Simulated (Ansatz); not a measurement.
Job for Ansatz (a first-principles code): R-CCSD(T)/cc-pV(D+d)Z on NH3 (SMILES N). The basis file is the Basis Set Exchange's JSON of that set.

Ansatz 0.2 input:
```yaml
crystal:
  periodic: [false, false, false]
  atoms:
    - {symbol: N, position_ang: [0.00000000, -0.00002166, 0.27906864]}
    - {symbol: H, position_ang: [-0.00000000, 0.94280068, -0.09306197]}
    - {symbol: H, position_ang: [0.81651180, -0.47143951, -0.09305334]}
    - {symbol: H, position_ang: [-0.81651180, -0.47143951, -0.09305334]}
basis:
  gaussian:
    orbitals: cc-pV_D+d_Z.json
magnetization: {spin_polarized: false}
correlation: {method: ccsd_t, electrons: outside_noble_gas}
scf: {lower_state_search: off}
```

Question: What total energy does the run end on?

Answer: -56.4018 hartree (reference determinant -56.1955, T1 diagnostic 0.005).
